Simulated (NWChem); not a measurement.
CH$_{2}$F$_{2}$OSi; SMILES O=C[SiH](F)F

```xyz
7

O      0.2253    -2.2903     0.0000
C     -0.4844    -1.2999     0.0000
Si     0.3263     0.4536     0.0000
F     -0.1905     1.2716     1.3118
F     -0.1905     1.2716    -1.3118
H     -1.6180    -1.3934     0.0000
H      1.8147     0.3746     0.0000
```
Atoms are numbered in this order, from 1.

Program: NWChem. Pople sets run with spherical d functions. Coordinates come from a PBE-D3(BJ)/def2-SVP optimisation. Core excitations by TDA in a window of 1s orbitals, non-relativistic and unshifted: absolute energies depend strongly on the exact-exchange share.

For level C K edge, PBE0/6-311G**:

* **first 1s excitation (eV)**: 275.5
* **dipole oscillator strength of the first**: 0.0501
* **first state with f > 0.002 (eV)**: 275.5
* **dipole oscillator strength of that state**: 0.0501

How do the values read with level O K edge, PBE/6-311G** instead?

The first 1s excitation (eV) is 508.0. The dipole oscillator strength of the first is 0.0331 and the first state with f > 0.002 (eV) is 508.0. The dipole oscillator strength of that state comes out as 0.0331.
